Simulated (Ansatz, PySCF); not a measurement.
Molecule: HTe2, charge -1, multiplicity 1. It need not be the lowest isomer of its formula. Whether it binds its extra electron was not tested at this geometry. 
Coordinates optimised at B3LYP-D3(BJ)/def2-TZVP (Ansatz, a quantum-chemistry and plane-wave program):
```
Te
H 1 1.6789
Te 1 2.7724 2 100.30
```
Charge -1, spin multiplicity 1.

Total electronic energies in hartree. Cores are frozen in the correlated levels unless marked. No spin-orbit coupling. The frozen core is the preceding noble-gas configuration, with the filled d and f shells of earlier blocks. In def2 rows, elements after Kr have scalar-relativistic effective core potentials. Basis-set limits of correlation are two-point, X^-3; Hartree-Fock from the larger set.

```tsv
level	program	energy (Eh)
BP86-D4/def2-TZVPD	PySCF + dftd4	-537.01743
TPSS-D3(BJ)/def2-TZVPD	PySCF + dftd3	-536.54387
B97M-V/def2-TZVPD	Ansatz	-536.71477
PBE0-D3(BJ)/def2-TZVP	Ansatz + dftd3	-536.76177
BHLYP-D4/def2-TZVPD	Ansatz + dftd4	-536.63071
r2SCANh/def2-TZVPD	Ansatz	-536.92707
PW6B95-D3(BJ)/def2-TZVPD	PySCF + dftd3	-537.07681
CAM-B3LYP/def2-TZVPD	PySCF	-536.73345
LC-wPBE-D4/def2-TZVPD	Ansatz + dftd4	-536.80821
B2PLYP-D3(BJ)/def2-TZVPD	Ansatz + dftd3	-536.18836
RI-MP2/def2-TZVPP	Ansatz	-534.92949
CCSD/def2-SVP	Ansatz	-534.85539
CCSD/def2-TZVPP	Ansatz	-534.96006
CCSD(T)/def2-SVP	Ansatz	-534.86117
CCSD(T)/CBS(def2-TZVPPD,def2-QZVPPD)	Ansatz	-535.0383
```

Totals of different functionals don't rank their quality; only differences between species are comparable.
